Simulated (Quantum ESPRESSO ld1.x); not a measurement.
The numbers below are computed, except where a source is named.
All-electron atom: Hg V in [Xe] 4f14 5d8 (the NIST ground configuration). Code: ld1.x of Quantum ESPRESSO 7.5. Model: Dirac Kohn-Sham, relativistic LDA (MacDonald-Vosko exchange, VWN5 correlation), spin-unpolarised, spherical densities, point nucleus; open shells are shared between the two j in proportion to 2j + 1. Some entries of the table are withheld. Estimate them.

orbital,occ.,eigenvalue (hartree),<1/r> (bohr^-1)
1s1/2,2,-3031.80,97.18
2s1/2,2,-539.078,23.93
2p1/2,2,(1),23.87
2p3/2,4,(2),19.36
3s1/2,2,(3),8.787
3p1/2,2,-119.693,8.699
3p3/2,4,-104.035,7.518
3d3/2,4,-87.8870,(4)
3d5/2,6,-84.5123,(5)
4s1/2,2,-29.8906,3.727
4p1/2,2,-25.7137,(6)
4p3/2,4,-21.9211,(7)
4d3/2,4,-15.0737,(8)
4d5/2,6,-14.3628,(9)
5s1/2,2,-6.17657,1.532
4f5/2,6,-5.50791,2.555
4f7/2,8,-5.35358,2.519
5p1/2,2,-4.78061,1.411
5p3/2,4,-4.09297,1.262
5d3/2,3.2,-2.16171,0.9898
5d5/2,4.8,-2.07968,0.9577

Answer. 
(1) 2p1/2 eigenvalue (hartree): -517.599
(2) 2p3/2 eigenvalue (hartree): -446.988
(3) 3s1/2 eigenvalue (hartree): -129.416
(4) 3d3/2 <1/r> (bohr^-1): 7.423
(5) 3d5/2 <1/r> (bohr^-1): 7.155
(6) 4p1/2 <1/r> (bohr^-1): 3.618
(7) 4p3/2 <1/r> (bohr^-1): 3.205
(8) 4d3/2 <1/r> (bohr^-1): 3.009
(9) 4d5/2 <1/r> (bohr^-1): 2.914
